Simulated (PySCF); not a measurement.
Species: C₃H₄BClF₂.
Atom-mapped SMILES: `[BH2:1][C:2]([CH2:3][Cl:4])=[C:5]([F:6])[F:7]` (hydrogens: H8, H9 on B1; H10, H11 on C3)

The calculation used PBE0-D3(BJ)/def2-SVP geometry optimisation, gas phase in PySCF.

Problem. List the bond lengths, angles and torsions at this level.

Solution. 
| bond | length (Å) |
| --- | --- |
| B1–C2 | 1.533 |
| C2–C3 | 1.498 |
| C3–Cl4 | 1.799 |
| C2=C5 | 1.348 |
| C5–F6 | 1.297 |
| C5–F7 | 1.305 |
| B1–H8, B1–H9 | 1.206 |
| C3–H10, C3–H11 | 1.097 |

Bonds in one row agree within 0.01 Å and their mean is given. A selection of angles:
| angle | degrees |
| --- | --- |
| C2–B1–H8 | 118.9 |
| C2–B1–H9 | 121.1 |
| H8–B1–H9 | 120.0 |
| B1–C2–C3 | 122.0 |
| B1–C2–C5 | 119.6 |
| C3–C2–C5 | 118.3 |
| C2–C3–Cl4 | 110.9 |
| C2–C3–H10 | 113.2 |
| C2–C3–H11 | 110.7 |
| Cl4–C3–H10 | 106.6 |
| Cl4–C3–H11 | 106.2 |
| H10–C3–H11 | 109.0 |
| C2–C5–F6 | 125.7 |
| C2–C5–F7 | 124.7 |
| F6–C5–F7 | 109.7 |

Torsions: B1–C2–C3–Cl4 -76° (synclinal); B1–C2–C5–F6 -1° (synperiplanar). The mirror-image conformer, all signs reversed, is as good.

B1 (three-coordinate boron) is planar (angles 121.1°, 120.0° and 118.9°, sum 360.0°, 0.01 Å off the plane of its three neighbours). The C–C distances run from 1.348 Å (C2=C5, drawn double) to 1.498 Å (C2–C3, drawn single), a spread of 0.150 Å. Of the pairs four or more bonds apart, F7···H10 is among the closest relative to their van der Waals radii: 2.44 Å, 91 % of the sum of Bondi's values.

Point group: C1 (no symmetry element, even within 0.4 Å). No PBE0-D3(BJ)/def2-SVP frequencies stand behind this structure, so it isn't proved a minimum. One conformer, not necessarily the lowest.
